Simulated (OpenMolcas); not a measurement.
## O IV: effect of the IPEA shift

| Item | Value |
| --- | --- |
| Program | OpenMolcas 26.06 |
| Basis | ANO-RCC-VTZP [4s3p2d1f] |
| Scalar Hamiltonian | DKH2, point nucleus |
| Active space | 3 electrons in 9 orbitals (RAS2 2s 2p; RAS3 3d, at most 2 electrons) |
| State averaging | 2S+1 = 4 odd, 1 root; 2S+1 = 2 odd, 11 roots; 2S+1 = 4 even, 3 roots; 2S+1 = 2 even, 9 roots |
| Spin-orbit coupling | state interaction with AMFI integrals over the reference wave functions, term energies averaged over their components |

Methods on the same reference wave functions:
A. RASSCF
B. MS-RASPT2, IPEA 0 Eh, imaginary shift 0.1 Eh (closed shells correlated: 1s)
C. MS-RASPT2, IPEA 0.25 Eh, imaginary shift 0.1 Eh (closed shells correlated: 1s)

Energies in eV above 2s² 2p ²P°_1/2, the measured ground level; measured values from Moore, Selected Tables of Atomic Spectra, NSRDS-NBS 3, section 10.

```csv
Level,A,B,C,Measured
2s² 2p ²P°_1/2,0.0000,0.0000,0.0000,0.0000
2s² 2p ²P°_3/2,0.0444,0.0445,0.0445,0.0478
2s 2p² ⁴P_1/2,8.6317,8.782,8.782,8.8574
2s 2p² ⁴P_3/2,8.6479,8.799,8.798,8.8736
2s 2p² ⁴P_5/2,8.6747,8.825,8.825,8.8965
2s 2p² ²D_3/2,16.0140,15.864,15.865,15.7398
2s 2p² ²D_5/2,16.0143,15.864,15.865,15.7381
2s 2p² ²S_1/2,21.1135,20.631,20.648,20.3788
2s 2p² ²P_1/2,22.8125,22.593,22.597,22.3768
2s 2p² ²P_3/2,22.8434,22.624,22.627,22.4069
2p³ ⁴S°_3/2,28.7268,28.734,28.736,28.7070
2p³ ²D°_3/2,31.9831,31.796,31.799,31.6389
2p³ ²D°_5/2,31.9835,31.796,31.800,31.6353
2p³ ²P°_1/2,36.6303,36.162,36.169,35.8333
2p³ ²P°_3/2,36.6323,36.164,36.171,35.8343
```

Deviations, from unrounded energies. A percentage is the sum of absolute deviations over the sum of measured energies, with the sign that they share, or ± where signs differ.

| Against measurement | Levels | A | B | C |
| --- | --- | --- | --- | --- |
| mean absolute deviation (cm-1) | 14 | 3000 | 1200 | 1300 |
| fine structure of the ground term (%) | 1 | -7.1 | -7.0 | -7.0 |
| other configurations (%) | 13 | ±1.8 | ±0.8 | ±0.8 |

B, C lie about equally close to measurement and A furthest from it. The largest miss of B in the table is 2p³ ²P°_3/2, by +2700 cm-1. The ranking rests on the paired levels alone, and a cruder setting can come out closer through cancelling errors.

Between B and C the level of the table that moves most is 2s 2p² ²S_1/2, by 140 cm-1 (lowest in B, highest in C). Moves below CASPT2's spread within the term are not significant.

The lowest spin-free term lies below A's lowest term by 0.015 hartree in B, 0.015 hartree in C.

CASPT2 does not keep the components of a term degenerate, so their means are used; among the terms shown or strongly mixed into the levels shown the widest spread is 12 cm-1 (2p³ ²D°, C). Active for correlation alone: 3d; no level in the range computed is led by a configuration that fills it, so any true level of that kind is missing. Computed and measured levels are paired by configuration, term and J; levels that our copy of the source lacks, or whose pairing is in doubt (as where it misses far off the trend of its configuration), stay unpaired and out of the deviations. Only configurations of the active space appear.

° marks odd parity.
